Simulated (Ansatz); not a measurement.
(LiI)3 ring (Li3I3). The state is a singlet with charge 0. Geometry PBE0-D4/def2-SVP.

Cartesian coordinates in Å:
```
Li -0.986 1.525 -1.074
I -2.799 0.384 0.321
Li -1.091 -1.240 1.313
I 1.329 -2.055 1.448
Li 2.077 -0.285 -0.238
I 1.471 1.672 -1.769
```

In the def2 sets I takes a core potential, while STO-3G treats all electrons; there is no spin–orbit coupling.

(1) Estimate the orbital energies around the gap (eV) in Ansatz with HF/STO-3G, LDA (SPW92)/def2-TZVP, PBE-D4/def2-SVP, PBE-D4/def2-TZVP, BHLYP-D4/def2-TZVP.

Results:

(1) 
```
orbital  HF/STO-3G  LDA (SPW92)/def2-TZVP  PBE-D4/def2-SVP  PBE-D4/def2-TZVP  BHLYP-D4/def2-TZVP
 HOMO−9     -18.15                 -16.95           -16.64            -16.66              -20.42
 HOMO−8      -9.26                  -7.39            -7.19             -7.19               -9.32
 HOMO−7      -9.16                  -7.22            -7.05             -7.04               -9.12
 HOMO−6      -9.09                  -7.21            -7.02             -7.03               -9.12
 HOMO−5      -9.09                  -7.21            -7.02             -7.03               -9.11
 HOMO−4      -8.54                  -6.92            -6.73             -6.74               -8.79
 HOMO−3      -8.39                  -6.92            -6.73             -6.74               -8.79
 HOMO−2      -8.39                  -6.65            -6.43             -6.48               -8.54
 HOMO−1      -7.92                  -6.47            -6.24             -6.30               -8.34
   HOMO      -7.92                  -6.47            -6.24             -6.30               -8.34
   LUMO       3.32                  -1.69            -1.47             -1.51               -0.51
 LUMO+1       4.65                  -1.14            -0.78             -0.83                0.24
 LUMO+2       4.65                  -0.87            -0.73             -0.73                0.24
 LUMO+3       4.98                  -0.87            -0.73             -0.73                0.48
 LUMO+4       5.29                  -0.60            -0.03             -0.33                0.87
 LUMO+5       5.29                  -0.30             0.23             -0.05                1.15
```
